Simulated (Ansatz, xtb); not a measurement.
## Two isomers of BrFH3NSi2

Structure a: `F[Si]N[SiH2]Br`, a singlet. Structure b: `F[SiH2]N[Si]Br`, a singlet. Both are isolated molecules in the gas phase, relaxed with PBE0-D3(BJ)/pcseg-1; the shapes shown needn't be the lowest conformers.

a (Å):

```tsv
atom	x (Å)	y (Å)	z (Å)
Br	-1.5785	0.4626	-0.9695
F	-1.5929	5.2574	1.0558
N	-0.9487	2.8142	1.1195
Si	-1.8165	3.9257	0.0939
Si	-0.6291	1.1123	0.9404
H	-0.5667	3.2422	1.9670
H	0.8275	0.8354	0.8426
H	-1.2353	0.3226	2.0434
```

b (Å):

| atom | x (Å) | y (Å) | z (Å) |
| --- | --- | --- | --- |
| Br | -0.9543 | -2.7060 | -1.0312 |
| F | 2.1809 | 1.8758 | -1.7476 |
| N | 1.3809 | -0.7388 | -1.2935 |
| Si | 2.6790 | 0.4180 | -1.2197 |
| Si | 0.4632 | -1.2892 | 0.0777 |
| H | 3.7829 | 0.0014 | -2.1166 |
| H | 3.0669 | 0.5515 | 0.2040 |
| H | 1.1338 | -1.0947 | -2.2182 |

**Question.** Estimate E(b) − E(a) at the level CCSD(T)/def2-SVP + ΔMP2/def2-TZVPP.

**Answer.** Calculated at CCSD(T)/def2-SVP + ΔMP2/def2-TZVPP: E(b) − E(a) = −0.180 eV, so structure b lies lower.

How the difference moves with the method:

```tsv
level	geometry	E(b) − E(a) (eV)	departure from the last row (eV)	job, with rough time for the two
PBE0-D3(BJ)/pcseg-1	PBE0-D3(BJ)/pcseg-1	−0.164	+0.017	optimisation, 2.8 min
HF/def2-SVP	PBE0-D3(BJ)/pcseg-1	−0.203	−0.023	part of the CCSD(T) run
MP2/def2-SVP	PBE0-D3(BJ)/pcseg-1	−0.205	−0.025	part of the CCSD(T) run
CCSD(T)/def2-SVP	PBE0-D3(BJ)/pcseg-1	−0.202	−0.021	single point
CCSD(T)/def2-SVP + ΔMP2/def2-TZVPP	PBE0-D3(BJ)/pcseg-1	−0.180		single point, 71 s
```

As drawn, both hold the same kinds of bond in the same numbers.

The levels shown agree on the order. The largest departure from CCSD(T)/def2-SVP + ΔMP2/def2-TZVPP is that of MP2/def2-SVP, 0.025 eV. Levels run at GFN2-xTB geometries aren't shown. The last row adds to CCSD(T) the change of the MP2 difference between the two basis sets, here +0.021 eV.

With harmonic frequencies from PBE0-D3(BJ)/pcseg-1 (ideal gas, rigid rotor, one conformer each, 298.15 K, 1 atm): on the last row, ΔE + ΔZPE = −0.157 eV. A mode under 50 cm⁻¹ makes harmonic enthalpies and free energies unreliable, so none is given.

The correlated steps freeze 21 core orbitals; the filled d shell of Br is correlated, in a basis made for valence electrons. Programs: Ansatz 0.2.0; the last row on 2 threads of Arm Neoverse N1 on a shared host.
